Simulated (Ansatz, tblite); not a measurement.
Isomers of Au2Br (doublet), found by a short tight-binding search and relaxed with PBE-D4/def2-TZVP in Ansatz.

In the def2 sets Au takes a core potential; there is no spin–orbit coupling. The xTB rows come from tblite. HSE06 is defined as in plane-wave codes, on full-range PBE exchange. Correlated methods freeze 9 core orbitals; core or outer-core shells of Au, Br are correlated, in sets that lack core-valence functions. In CCSD on the charge 0 doublet the largest single amplitude is 0.27, so its Hartree–Fock determinant may place the open shell otherwise than the density functionals do.

Other spin states were run for one of them alone.

A:

Cartesian coordinates in Å:
```
Au 0.180 1.268 1.893
Au -0.760 -1.400 -1.639
Br 0.581 0.132 -0.254
```

B:

```xyz
3

Au   -0.027   -0.220    0.316
Au    1.400    1.851    0.732
Br   -1.373   -1.631   -1.048
```

Q: Estimate which lies lowest at each level, and how far above it the others are (kcal/mol).

A: 
```csv
level,A,B
GFN1-xTB,20.8,0.0
GFN2-xTB,33.3,0.0
HF/def2-SVP,13.0,0.0
PBE-D4/def2-TZVP,14.2,0.0
BLYP-D4/def2-TZVP,13.9,0.0
r2SCAN-D4/def2-TZVP,16.4,0.0
PBE0-D4/def2-TZVP,12.0,0.0
HSE06-D4/def2-TZVP,11.7,0.0
MP2/def2-SVP,16.3,0.0
CCSD/def2-SVP,15.6,0.0
CCSD(T)/def2-SVP,15.2,0.0
```
Point groups (tolerance 0.1 Å): A C2v, B Cs. Lower isomers may exist.
